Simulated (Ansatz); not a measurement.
Basis-set extrapolation for CH$_{6}$NOSi (`CO[SiH]N`) radical (PBE0-D4/def2-TZVP geometry, frozen core, Ansatz 0.2.0). Multiplicity 2, UHF reference.

|  | def2-TZVPP | def2-QZVPP |
| --- | --- | --- |
| HF | -459.715647 | -459.733859 |
| MP2 correlation | -0.727836 | -0.782050 |
| CCSD(T) correlation | -0.790257 | not run |

Energies in hartree. Use E(X) = E(∞) + A·exp(−7.88·√X) for Hartree–Fock and E(X) = E(∞) + B·X^(−2.97) for correlation, with X = 3 and 4, and add CCSD(T) minus MP2 of the smaller set to the MP2 limit.

Task: What is the CCSD(T) energy at the basis-set limit?

Result: HF limit: -459.733859 + (-0.018212) × 0.13774 = -459.73637. MP2 limit: -0.782050 + (-0.054214) × 0.74074 = -0.82221. Higher-order term: -0.790257 − (-0.727836) = -0.06242. Total: -460.62100 hartree, 3.13 eV below CCSD(T)/def2-TZVPP.
